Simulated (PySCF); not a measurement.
PySCF input file for Si(All)(F)(H)2 (C3H7FSi), SMILES C=CC[SiH2]F, PBE-D3(BJ)/def2-SVP. Coordinates come from a PBE-D3(BJ)/def2-SVP optimisation. Other conformers were not sampled.

```python
import numpy as np
from pyscf import gto, scf, dft, df
from pyscf.hessian import thermo

mol = gto.M(
    atom='''
    Si    1.02479719   -0.21303827    0.06511157
    F     2.29621350    0.75362024   -0.32771409
    C    -0.59609932    0.75498030   -0.04484929
    C    -1.68449415   -0.11825802    0.50855739
    C    -2.47787096   -0.93245082   -0.21431976
    H     0.99278216   -1.35795988   -0.90479883
    H     1.23811972   -0.70837136    1.46696855
    H    -0.49086617    1.70150442    0.52568876
    H    -0.77507398    1.01474512   -1.10924529
    H    -1.78676031   -0.12461751    1.60929218
    H    -2.41387993   -0.97242165   -1.31486545
    H    -3.22661715   -1.57855408    0.26849504
    ''',
    basis='def2-SVP',
    charge=0,
    spin=0,
    max_memory=1600,
    verbose=3,
)
mf = dft.RKS(mol, xc='pbe').density_fit(auxbasis='def2-universal-jkfit')
mf.disp = 'd3bj'
mf.grids.level = 3
mf.conv_tol = 1e-11
mf.max_cycle = 100
mf.kernel()

# [left out here: the lines that compute and print the analytic Hessian (its translational invariance restored by hand, since the grid's response is missing), thermochemistry and intensities]
```

Log of the run:

```
[...]
       3   C                -0.02  0.02  0.01   -0.01  0.00  0.00    0.03 -0.03  0.00
       4   C                 0.01  0.00  0.03   -0.00 -0.00  0.00   -0.10  0.10 -0.01
       5   H                -0.26  0.12 -0.09   -0.37 -0.09  0.08   -0.05 -0.02  0.03
       6   H                 0.33 -0.13 -0.07   -0.39 -0.11  0.05   -0.04 -0.04 -0.01
       7   H                 0.18 -0.32  0.26    0.08 -0.03 -0.00   -0.03 -0.01  0.02
       8   H                -0.07  0.40  0.00    0.06 -0.03  0.00   -0.04  0.02  0.01
       9   H                 0.15  0.09  0.03    0.00 -0.01  0.00    0.00  0.01 -0.00
      10   H                 0.14  0.17  0.03   -0.02  0.02 -0.00    0.43 -0.44  0.04
      11   H                -0.03 -0.08 -0.14    0.02 -0.03 -0.01    0.38 -0.42  0.03
Mode                                12                  13                  14
Irrep
Freq [cm^-1]                      894.4162            916.7391            931.4305
Reduced mass [au]                   1.3585              1.6267              1.3534
Force const [Dyne/A]                0.6403              0.8055              0.6918
Char temp [K]                    1286.8657           1318.9835           1340.1211
Normal mode                   x     y     z       x     y     z       x     y     z
       0  Si                -0.08 -0.00  0.01    0.00  0.02 -0.01    0.05  0.05 -0.01
       1   F                 0.06  0.02 -0.01   -0.02 -0.01  0.00   -0.04 -0.02  0.01
       2   C                -0.03  0.00  0.01    0.09  0.09 -0.02   -0.02 -0.06  0.01
       3   C                 0.02 -0.00 -0.01   -0.04 -0.04  0.03   -0.01  0.03 -0.01
       4   C                 0.01  0.02 -0.01   -0.07 -0.07  0.04    0.04  0.02 -0.02
       5   H                 0.48 -0.22  0.24    0.04 -0.20  0.24   -0.23 -0.30  0.40
       6   H                 0.46 -0.33 -0.18   -0.06 -0.24 -0.09   -0.25 -0.49 -0.15
       7   H                 0.06 -0.00 -0.01    0.09  0.12 -0.08   -0.06 -0.07  0.03
       8   H                 0.03 -0.03 -0.01    0.26  0.05 -0.06   -0.16  0.01  0.05
       9   H                 0.01 -0.02 -0.01    0.06  0.07  0.05   -0.01 -0.06 -0.01
      10   H                -0.01 -0.10 -0.01    0.19  0.21  0.03   -0.14 -0.04 -0.02
      11   H                 0.04  0.07  0.10   -0.22 -0.20 -0.36    0.08  0.10  0.15
Mode                                15                  16                  17
Irrep
Freq [cm^-1]                      987.2045           1008.1536           1118.2923
Reduced mass [au]                   1.1179              1.2875              1.5036
Force const [Dyne/A]                0.6419              0.7710              1.1079
Char temp [K]                    1420.3675           1450.5085           1608.9737
Normal mode                   x     y     z       x     y     z       x     y     z
       0  Si                 0.00  0.00  0.01   -0.00 -0.01 -0.02    0.02  0.01 -0.01
       1   F                -0.00 -0.00 -0.00    0.00  0.00  0.00   -0.01 -0.01  0.00
       2   C                 0.03  0.03 -0.02   -0.05 -0.06  0.05   -0.16  0.02  0.02
       3   C                -0.06  0.04  0.02   -0.00  0.06 -0.07    0.03 -0.03  0.01
       4   C                -0.00 -0.02 -0.02    0.01  0.01  0.05    0.01  0.01 -0.01
       5   H                -0.04  0.04 -0.04    0.08 -0.06  0.04   -0.07 -0.02  0.01
       6   H                 0.02 -0.00  0.00   -0.07  0.06  0.02   -0.10  0.01  0.02
       7   H                 0.24  0.07 -0.12   -0.53 -0.07  0.15    0.50 -0.05  0.00
       8   H                -0.14  0.01  0.01    0.31 -0.02 -0.01    0.56 -0.10 -0.13
       9   H                 0.35 -0.62  0.06    0.46 -0.04 -0.03    0.06  0.06  0.01
      10   H                 0.20 -0.37  0.00    0.29  0.06  0.06    0.03 -0.06 -0.00
      11   H                -0.21  0.24  0.01   -0.11  0.04 -0.11   -0.02  0.09  0.05
Mode                                18                  19                  20
Irrep
Freq [cm^-1]                     1163.4298           1270.2822           1360.8702
Reduced mass [au]                   1.5496              1.2182              1.1080
Force const [Dyne/A]                1.2358              1.1581              1.2090
Char temp [K]                    1673.9165           1827.6533           1957.9892
Normal mode                   x     y     z       x     y     z       x     y     z
       0  Si                 0.00  0.00  0.01   -0.00 -0.00  0.00   -0.00 -0.00  0.00
       1   F                 0.00 -0.00 -0.00   -0.00  0.00 -0.00    0.00  0.00 -0.00
       2   C                -0.04 -0.01  0.08    0.01 -0.00  0.02   -0.00 -0.04  0.03
       3   C                 0.06  0.04 -0.12   -0.01 -0.00  0.07   -0.04 -0.05 -0.02
       4   C                -0.04 -0.03  0.04   -0.01 -0.02 -0.09   -0.01 -0.01 -0.02
       5   H                -0.02  0.01  0.00    0.00  0.00 -0.00   -0.01  0.01 -0.01
       6   H                 0.01 -0.04 -0.01   -0.00  0.00  0.01    0.00  0.01  0.00
       7   H                 0.38  0.05 -0.10   -0.02  0.03 -0.03    0.04  0.26 -0.46
       8   H                -0.47 -0.24  0.11   -0.08  0.01  0.04    0.03  0.45  0.13
       9   H                 0.17  0.16 -0.11    0.58  0.53  0.14    0.12  0.13 -0.01
      10   H                 0.15  0.14  0.04   -0.28 -0.27 -0.11    0.29  0.28  0.00
      11   H                -0.12 -0.11 -0.19   -0.01 -0.02 -0.06    0.13  0.16  0.40
Mode                                21                  22                  23
Irrep
Freq [cm^-1]                     1388.4248           1658.2803           2175.6189
Reduced mass [au]                   1.1875              5.0902              1.0306
Force const [Dyne/A]                1.3487              8.2470              2.8741
Char temp [K]                    1997.6342           2385.8962           3130.2312
Normal mode                   x     y     z       x     y     z       x     y     z
       0  Si                 0.00  0.00  0.00    0.00 -0.00  0.00    0.00 -0.02  0.02
       1   F                -0.00  0.00 -0.00   -0.00  0.00 -0.00    0.00 -0.00  0.00
       2   C                 0.04  0.07 -0.03    0.02  0.02  0.00   -0.00  0.00  0.00
       3   C                -0.06 -0.04 -0.00   -0.13 -0.13 -0.08   -0.00 -0.00 -0.00
       4   C                -0.02 -0.02 -0.03    0.11  0.11  0.09    0.00  0.00  0.00
       5   H                 0.00 -0.00  0.00   -0.01  0.00 -0.01    0.02  0.38  0.34
       6   H                -0.00 -0.01  0.00   -0.00  0.00  0.01   -0.12  0.27 -0.79
       7   H                 0.03 -0.19  0.38    0.07  0.03 -0.02    0.00 -0.00  0.00
       8   H                -0.12 -0.43 -0.11   -0.05 -0.04 -0.00    0.01 -0.00  0.00
       9   H                 0.14  0.11  0.02    0.13  0.11 -0.08    0.00  0.00  0.00
      10   H                 0.30  0.27 -0.02   -0.14 -0.11  0.11   -0.00 -0.00  0.00
      11   H                 0.14  0.17  0.43    0.04  0.02 -0.18    0.00  0.00  0.00
Mode                                24                  25                  26
Irrep
Freq [cm^-1]                     2187.8516           2985.8805           3049.6247
Reduced mass [au]                   1.0521              1.0592              1.1033
Force const [Dyne/A]                2.9671              5.5641              6.0458
Char temp [K]                    3147.8314           4296.0172           4387.7310
Normal mode                   x     y     z       x     y     z       x     y     z
       0  Si                 0.00  0.02  0.04   -0.00 -0.00  0.00    0.00  0.00  0.00
       1   F                -0.00  0.00  0.00    0.00  0.00 -0.00    0.00 -0.00 -0.00
       2   C                 0.00  0.00  0.00    0.00 -0.06  0.02    0.01  0.03  0.08
       3   C                 0.00  0.00 -0.00    0.00  0.00 -0.00    0.00 -0.00 -0.02
       4   C                -0.00 -0.00 -0.00   -0.00 -0.00 -0.00   -0.00 -0.00 -0.00
       5   H                -0.01 -0.64 -0.54   -0.00  0.00  0.00    0.00 -0.00 -0.00
       6   H                -0.08  0.17 -0.46   -0.00  0.00 -0.00   -0.00  0.00 -0.00
       7   H                -0.00  0.01  0.00    0.07  0.58  0.37   -0.05 -0.55 -0.33
       8   H                 0.00 -0.00  0.01   -0.11  0.15 -0.66   -0.11  0.15 -0.61
       9   H                 0.00  0.00  0.00   -0.00  0.00  0.00   -0.02 -0.00  0.27
      10   H                -0.00  0.00  0.00   -0.00 -0.00  0.01   -0.00 -0.00  0.03
      11   H                -0.00 -0.00 -0.00    0.00  0.00 -0.00    0.03  0.03 -0.02
Mode                                27                  28                  29
Irrep
Freq [cm^-1]                     3068.6097           3076.7253           3172.0799
Reduced mass [au]                   1.0623              1.0917              1.1163
Force const [Dyne/A]                5.8938              6.0889              6.6180
Char temp [K]                    4415.0462           4426.7227           4563.9167
Normal mode                   x     y     z       x     y     z       x     y     z
       0  Si                 0.00 -0.00  0.00   -0.00  0.00 -0.00    0.00  0.00  0.00
       1   F                -0.00 -0.00 -0.00    0.00 -0.00  0.00   -0.00 -0.00 -0.00
       2   C                 0.00  0.01  0.01   -0.00 -0.01 -0.02    0.00  0.00  0.00
       3   C                -0.01 -0.00  0.03    0.00 -0.00 -0.07   -0.00  0.00  0.01
       4   C                 0.03  0.03  0.04    0.01  0.02  0.03   -0.05 -0.04  0.07
       5   H                -0.00 -0.00 -0.00    0.00 -0.00  0.00   -0.00 -0.00 -0.00
       6   H                -0.00  0.00 -0.00    0.00 -0.00  0.00   -0.00  0.00 -0.00
       7   H                -0.01 -0.10 -0.06    0.02  0.13  0.08   -0.00 -0.00 -0.00
       8   H                -0.02  0.03 -0.12    0.03 -0.04  0.15    0.00  0.00 -0.00
       9   H                 0.04  0.00 -0.43   -0.08 -0.00  0.80    0.01 -0.00 -0.09
      10   H                 0.04 -0.02 -0.66    0.03 -0.01 -0.42    0.03 -0.02 -0.55
      11   H                -0.36 -0.31  0.25   -0.14 -0.12  0.10    0.52  0.45 -0.33
temperature 298.1500 [K]
pressure 101325.00 [Pa]
Rotational constants [GHz] 12.52454 1.73417 1.66229
Symmetry number 1
Zero-point energy (ZPE) 0.08756 [Eh]   229881.379 [J/mol]
                           tot       elec      trans        rot        vib
Entropy [J/mol/K]       345.510      0.000    164.890    111.253     69.368
Cv [J/mol/K]             99.547      0.000     12.472     12.472     74.603
Cp [J/mol/K]            107.861      0.000     20.786     12.472     74.603
Internal energy [J/mol]                      3718.434   3718.434 240638.301
Internal energy [Eh]   -507.14150  -507.23598
Enthalpy [J/mol]                             6197.391   3718.434 240638.301
Enthalpy [Eh]          -507.14055
Gibbs free energy [J/mol]                  -42964.539 -29451.534 219956.274
Gibbs free energy [Eh] -507.17979
mode   freq/cm-1   IR/(km/mol)
   1       57.78         0.757
   2       75.51         1.591
   3      170.77         3.356
   4      260.55         4.920
   5      407.55         3.362
   6      492.05        15.844
   7      580.08        32.394
   8      708.86        30.677
   9      735.96         6.561
  10      814.07        26.798
  11      830.68        17.208
  12      885.40        40.146
  13      894.42       223.693
  14      916.74        18.582
  15      931.43       114.693
  16      987.20        12.326
  17     1008.15        10.698
  18     1118.29        62.196
  19     1163.43        14.624
  20     1270.28         1.800
  21     1360.87         4.836
  22     1388.42         6.105
  23     1658.28        17.680
  24     2175.62        82.816
  25     2187.85       122.548
  26     2985.88         4.716
  27     3049.62         0.685
  28     3068.61         8.845
  29     3076.73         4.909
  30     3172.08         7.065
max |gradient| / (hartree/bohr): 0.00022456856370526378
APT charges: [ 1.4337 -0.6297 -0.3596  0.0892 -0.1324 -0.2553 -0.2629  0.0207  0.0092
  0.016   0.0293  0.0417]
```

The calculation finished and met its thresholds.
